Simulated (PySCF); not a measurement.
A series of related molecules.

All values: wB97X-D/def2-SVPD (PySCF) at PBE0-D3(BJ)/def2-SVP geometries, gas phase, one conformer each. Core orbitals are frozen in the response; Δα² is half the sum of the squared differences of the principal polarisabilities. Atoms past krypton carry effective core potentials. The calculation is non-relativistic apart from the core potentials, for bromine too.

**Question.** Rank by mean static polarisability, lowest first.
A. ZrMe2Cl2, `[CH3][Zr]([CH3])([Cl])[Cl]`
B. ZrH2Cl2, `[H][Zr]([H])([Cl])[Cl]`
C. ZrI2Cl2, `[Cl][Zr]([Cl])([I])[I]`
D. ZrF2Cl2, `[F][Zr]([F])([Cl])[Cl]`
E. Zr(OMe)2Cl2, `C[O][Zr]([Cl])([Cl])[O]C`
F. ZrBr2Cl2, `[Cl][Zr]([Cl])([Br])[Br]`

**Answer.** D (9.49 Å³), B (10.80 Å³), A (14.29 Å³), E (15.36 Å³), F (16.51 Å³), C (21.12 Å³).

**Question.** Rank by HOMO energy, highest first.
A. ZrH2Cl2, `[H][Zr]([H])([Cl])[Cl]`
B. ZrF2Cl2, `[F][Zr]([F])([Cl])[Cl]`
C. ZrMe2Cl2, `[CH3][Zr]([CH3])([Cl])[Cl]`
D. Zr(OMe)2Cl2, `C[O][Zr]([Cl])([Cl])[O]C`
E. Zr(NH2)2Cl2, `[NH2][Zr]([NH2])([Cl])[Cl]`

**Answer.** E (-9.81 eV), C (-10.20 eV), D (-10.56 eV), A (-10.87 eV), B (-11.72 eV).

**Question.** Rank by vertical ionisation energy (ΔSCF), lowest first.
A. ZrMe2Cl2 (`[CH3][Zr]([CH3])([Cl])[Cl]`)
B. ZrH2Cl2 (`[H][Zr]([H])([Cl])[Cl]`)
C. Zr(NH2)2Cl2 (`[NH2][Zr]([NH2])([Cl])[Cl]`)
D. Zr(OMe)2Cl2 (`C[O][Zr]([Cl])([Cl])[O]C`)
E. ZrF2Cl2 (`[F][Zr]([F])([Cl])[Cl]`)

**Answer.** C (9.94 eV), A (10.28 eV), D (10.66 eV), B (11.23 eV), E (12.25 eV).

All values together:

```json
{"SMILES": "[Cl][Zr]([Cl])([I])[I]", "formula": "Cl2I2Zr", "μ (D)": "0.60", "HOMO (eV)": "-9.82", "LUMO (eV)": "-1.37", "α (Å³)": "21.12", "Δα (Å³)": "5.07", "electrons": "180", "α per electron (Å³)": "0.117", "ΔSCF removal energy (eV)": "9.98"}
{"SMILES": "[F][Zr]([F])([Cl])[Cl]", "formula": "Cl2F2Zr", "μ (D)": "0.19", "HOMO (eV)": "-11.72", "LUMO (eV)": "-0.64", "α (Å³)": "9.49", "Δα (Å³)": "2.69", "electrons": "92", "α per electron (Å³)": "0.103", "ΔSCF removal energy (eV)": "12.25"}
{"SMILES": "[NH2][Zr]([NH2])([Cl])[Cl]", "formula": "Cl2H4N2Zr", "μ (D)": "3.66", "HOMO (eV)": "-9.81", "LUMO (eV)": "0.00", "α (Å³)": "12.85", "Δα (Å³)": "1.08", "electrons": "92", "α per electron (Å³)": "0.140", "ΔSCF removal energy (eV)": "9.94"}
{"SMILES": "[Cl][Zr]([Cl])([Br])[Br]", "formula": "Br2Cl2Zr", "μ (D)": "0.21", "HOMO (eV)": "-10.91", "LUMO (eV)": "-1.25", "α (Å³)": "16.51", "Δα (Å³)": "1.83", "electrons": "144", "α per electron (Å³)": "0.115", "ΔSCF removal energy (eV)": "11.16"}
{"SMILES": "[H][Zr]([H])([Cl])[Cl]", "formula": "Cl2H2Zr", "μ (D)": "0.47", "HOMO (eV)": "-10.87", "LUMO (eV)": "-1.08", "α (Å³)": "10.80", "Δα (Å³)": "2.17", "electrons": "76", "α per electron (Å³)": "0.142", "ΔSCF removal energy (eV)": "11.23"}
{"SMILES": "[OH][Zr]([OH])([Cl])[Cl]", "formula": "Cl2H2O2Zr", "μ (D)": "3.85", "HOMO (eV)": "-10.87", "LUMO (eV)": "0.30", "α (Å³)": "11.11", "Δα (Å³)": "1.54", "electrons": "92", "α per electron (Å³)": "0.121", "ΔSCF removal energy (eV)": "11.32"}
{"SMILES": "[CH3][Zr]([CH3])([Cl])[Cl]", "formula": "C2H6Cl2Zr", "μ (D)": "1.84", "HOMO (eV)": "-10.20", "LUMO (eV)": "-0.22", "α (Å³)": "14.29", "Δα (Å³)": "0.47", "electrons": "92", "α per electron (Å³)": "0.155", "ΔSCF removal energy (eV)": "10.28"}
{"SMILES": "C[O][Zr]([Cl])([Cl])[O]C", "formula": "C2H6Cl2O2Zr", "μ (D)": "4.02", "HOMO (eV)": "-10.56", "LUMO (eV)": "0.49", "α (Å³)": "15.36", "Δα (Å³)": "1.14", "electrons": "108", "α per electron (Å³)": "0.142", "ΔSCF removal energy (eV)": "10.66"}
```

Conformers: `[NH2][Zr]([NH2])([Cl])[Cl]` (singlet state).

**Question.** By how much does the ΔSCF value exceed −ε(HOMO) over the species that have both?

**Answer.** By 0.08 to 0.53 eV, 0.26 eV on average, over 8 species.
